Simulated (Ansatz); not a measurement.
## Reading a saddle point

A first-order saddle point of ZnSiH$_{6}$O, closed shell, PBE0-D4/def2-TZVP, with one imaginary mode of 1380i cm⁻¹:

```csv
atom,x (Å),y (Å),z (Å)
Zn1,-1.1469,0.2613,-0.3769
Si2,1.2615,-0.1083,0.5591
O3,-2.0869,-0.6595,-1.5743
H4,-0.3005,1.0723,0.6858
H5,-1.3756,1.6401,0.5835
H6,1.2264,-1.4718,1.1575
H7,1.9038,0.8006,1.5510
H8,2.1235,-0.1252,-0.6561
H9,-1.6055,-1.4095,-1.9294
```

Computed with Ansatz 0.2.0 (basis: def2-TZVPP and def2-QZVPP); correlated methods freeze the cores. The 3s and 3p shells of Cu and Zn are frozen; filled d shells are correlated. Extrapolation: Hartree–Fock as exp(−7.88 √X), correlation as X^−2.97.

Q: Which contacts change along the imaginary mode, and what lies on either side? (Judge from chemistry; the calculation decides.)

A: By the calculation: The step is ZnSiH₄O ([OH][Zn][SiH3]) + H₂ → ZnH₂O ([OH][ZnH]) + SiH₄, with the molecules in contact on both sides. Shortening one way: Zn1–H5, Si2–H4; lengthening the same way: Zn1–Si2, H4–H5.
```json
{"pair": "Zn1–H5", "one side (Å)": "2.80", "saddle (Å)": "1.70", "other side (Å)": "1.52"}
{"pair": "Si2–H4", "one side (Å)": "4.12", "saddle (Å)": "1.96", "other side (Å)": "1.50"}
{"pair": "Zn1–Si2", "one side (Å)": "2.34", "saddle (Å)": "2.61", "other side (Å)": "3.46"}
{"pair": "H4–H5", "one side (Å)": "0.75", "saddle (Å)": "1.22", "other side (Å)": "3.08"}
```

Q: Which side is lower, and how far does the saddle lie above each? (An estimate is asked for; the value comes from the calculation.)

A: By the calculation: The side with Zn1–Si2, H4–H5 short is lower by 0.48 kcal/mol; the saddle lies 51.09 kcal/mol above it and 50.61 kcal/mol above the other (CCSD(T) at an estimated basis limit (MP2 extrapolated from triple and quadruple zeta, plus CCSD(T) − MP2 in triple zeta); electronic energies).

No T1 diagnostic of these runs exceeds 0.018.

Labels in which every atom is bracketed show which atoms are joined, not bond orders.

For scale, one of the runs: CCSD(T)/def2-TZVPP, 221 basis functions, launched by `ansatz run in.yaml --threads 4 --pin off --events-out ev --progress --plain --max-ram 9574MiB`. Time: 86 s of wall clock on 4 CPU threads of an Arm Neoverse V1; the host was shared. Peak host memory: 3.3 GiB.
